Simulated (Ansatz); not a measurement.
`BC([SiH3])[SiH2]F` + `[AlH3]` → `[BH2][AlH2]` + `F[SiH2]C[SiH3]`  (formal exchange of groups at a B–C bond)

Gas-phase electronic energies from Ansatz, PBE0-D4/def2-TZVP geometries. CBS: MP2 limit from def2 TZ/QZ plus the TZ coupled-cluster correction, frozen cores. This one scheme is used for every species. DFT in def2-TZVPP. B3LYP here is the variant with VWN-RPA as its local correlation; programs differ in this. Each species was taken in one conformer, which may not be the lowest.

CCSD(T)/CBS gives +61.2 kJ/mol.

Another level gave +59.3 kJ/mol. Which?
A. ωB97M-V/def2-TZVPP
B. B3LYP-D4/def2-TZVPP
C. HF/def2-TZVPP
D. PBE/def2-TZVPP

B. B3LYP-D4 59.3, ωB97M-V 65.8, HF/def2-TZVPP 48.1, PBE 53.5 kJ/mol.

Largest T1 diagnostic among the species: 0.012.

The D4 term adds +8.0 kJ/mol with B3LYP and +4.3 kJ/mol with PBE0; it sums over pairs of atoms, weighted by their polarisabilities, and B3LYP, whose exchange is more repulsive, gets the larger term. In def2-TZVPP, CCSD(T) changes the Hartree–Fock value by +12.5 kJ/mol (the triples alone add +3.4 kJ/mol) and MP2 by +22.5 kJ/mol.
